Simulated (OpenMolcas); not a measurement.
N+: effect of the IPEA shift

```json
{"Program": "OpenMolcas 26.06", "Basis": "ANO-RCC-VQZP [5s4p3d2f1g]", "Scalar Hamiltonian": "DKH2, point nucleus", "Active space": "2 electrons in 3 orbitals (2p)", "State averaging": "2S+1 = 3 even, 3 roots; 2S+1 = 1 even, 6 roots", "Spin-orbit coupling": "RASSI with atomic mean-field integrals over the reference wave functions, term energies averaged over their components"}
```

Methods on the same reference wave functions:
A. CASSCF
B. SS-CASPT2, IPEA 0 Eh, imaginary shift 0.1 Eh (closed shells correlated: 1s 2s)
C. SS-CASPT2, IPEA 0.25 Eh, imaginary shift 0.1 Eh (closed shells correlated: 1s 2s)

Energies in eV above 2s² 2p² ³P₀, the measured ground level; measured values from NIST Handbook of Basic Atomic Spectroscopic Data.

```json
{"Level": "2s² 2p² ³P₀", "A": "0.0000", "B": "0.0000", "C": "0.0000", "Measured": "0.0000"}
{"Level": "2s² 2p² ³P₁", "A": "0.0059", "B": "0.0059", "C": "0.0059", "Measured": "0.0060"}
{"Level": "2s² 2p² ³P₂", "A": "0.0176", "B": "0.0176", "C": "0.0176", "Measured": "0.0162"}
{"Level": "2s² 2p² ¹D₂", "A": "2.2069", "B": "1.925", "C": "1.890", "Measured": "1.8990"}
{"Level": "2s² 2p² ¹S₀", "A": "5.4377", "B": "4.311", "C": "4.307", "Measured": "4.0529"}
```

Deviations, from unrounded energies. A percentage is the sum of absolute deviations over the sum of measured energies, with the sign that they share, or ± where signs differ.

```csv
Against measurement,Levels,A,B,C
mean absolute deviation (cm-1),4,3400,580,530
fine structure of the ground term (%),2,±6.8,±6.8,±6.8
other terms of the ground configuration (%),2,+28.4,+4.8,±4.4
```

C lies closest to measurement on these levels and A furthest from it. The largest miss of C in the table is 2s² 2p² ¹S₀, by +2100 cm-1. The ranking rests on the paired levels alone, and a cruder setting can come out closer through cancelling errors.

Between B and C the level of the table that moves most is 2s² 2p² ¹D₂, by 280 cm-1 (lowest in C, highest in B). Moves below CASPT2's spread within the term are not significant.

The mean deviations of B to C differ by less than CASPT2's widest spread within a term (83 cm-1), so their order carries little weight.

From A to B the spin-free energies of the other terms of 2s² 2p² shown, above ³P, scale by factors of 0.79 to 0.87.

The lowest spin-free term lies below A's lowest term by 0.106 hartree in B, 0.101 hartree in C.

CASPT2 breaks the degeneracy within a term, and the mean is taken; among the terms shown or strongly mixed into the levels shown the widest spread is 83 cm-1 (2s² 2p² ¹D, C). With the s shell closed, the reference lacks s² → p² mixing. Without dynamic correlation excited terms often stand tens of per cent too high (terms of higher spin than the ground term too low), and those without a measured partner can miss by more than the paired ones (holds for A). Measured partners are found by configuration, term and J. A level has none where our copy of the source lacks it or the pairing is in doubt (some pairs that miss far off the trend of their configuration count as doubtful), and it then counts in no deviation. Levels of configurations outside the active space are missing.
